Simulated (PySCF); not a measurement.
## Germanium: a sound run and one with changed settings

Sound run: Ge⁺ [Ar] 3d10 4s2 4p1, Ge²⁺ [Ar] 3d10 4s2. All numbers are calculated (PySCF 2.14, the spin-free X2C one-electron Hamiltonian (Gaussian nucleus), in jorge-DZP-DKH). In the sound run the correlated levels freeze [Ar] 3d10. The sound run starts from symmetry-adapted Hartree-Fock orbitals and uses a fine grid where one is needed.

Changed run: basis STO-3G, all-electron and non-relativistic. This setting is unsound on purpose.

```json
{"species": "Ge⁺", "method": "UHF", "sound run (hartree)": "-2096.66301", "changed run (hartree)": "-2051.47666", "converged": "yes"}
{"species": "Ge⁺", "method": "M06-2X", "sound run (hartree)": "-2098.40518", "changed run (hartree)": "-2052.66047", "converged": "yes"}
{"species": "Ge⁺", "method": "TPSS", "sound run (hartree)": "-2098.27643", "changed run (hartree)": "-2052.62019", "converged": "yes"}
{"species": "Ge⁺", "method": "MP2", "sound run (hartree)": "-2096.68680", "changed run (hartree)": "-2051.49165", "converged": "yes"}
{"species": "Ge⁺", "method": "CCSD(T)", "sound run (hartree)": "-2096.69758", "changed run (hartree)": "-2051.50273", "converged": "yes"}
{"species": "Ge²⁺", "method": "UHF", "sound run (hartree)": "-2096.10960", "changed run (hartree)": "-2050.96627", "converged": "yes"}
{"species": "Ge²⁺", "method": "M06-2X", "sound run (hartree)": "-2097.83576", "changed run (hartree)": "-2052.12168", "converged": "yes"}
{"species": "Ge²⁺", "method": "TPSS", "sound run (hartree)": "-2097.70346", "changed run (hartree)": "-2052.08115", "converged": "yes"}
{"species": "Ge²⁺", "method": "MP2", "sound run (hartree)": "-2096.13454", "changed run (hartree)": "-2050.98943", "converged": "yes"}
{"species": "Ge²⁺", "method": "CCSD(T)", "sound run (hartree)": "-2096.14719", "changed run (hartree)": "-2051.00509", "converged": "yes"}
```

Ionisation energy of Ge⁺:

```csv
method,sound run (eV),changed run (eV)
UHF,15.059,13.888
M06-2X,15.495,14.661
TPSS,15.591,14.668
MP2,15.028,13.666
SCS-MP2,14.996,13.622
CCSD,14.973,13.542
CCSD(T),14.977,13.542
```

A minimal basis cannot let orbitals breathe on ionisation and holds almost no correlation. The Hamiltonian changed with the basis, so the totals do not compare.

For comparison, NIST gives 15.935 eV between the lowest levels.
